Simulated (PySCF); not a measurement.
A structure optimised at B3LYP-D3(BJ)/def2-TZVP, used in a PySCF frequency run:

```xyz
5

Ca     0.0000     0.0000     0.0197
O      0.0000     2.0384    -0.0190
O      0.0000    -2.0384    -0.0190
H      0.0000     2.9931    -0.0455
H      0.0000    -2.9931    -0.0455
```
Charge 0, spin multiplicity 1.

Task: Write its SMILES, formula and point group.

Result: [OH][Ca][OH], CaH2O2, C2v

Task: What are its rotational constants (standard atomic weights)?

Result: 16181, 3.3466, 3.3459 GHz
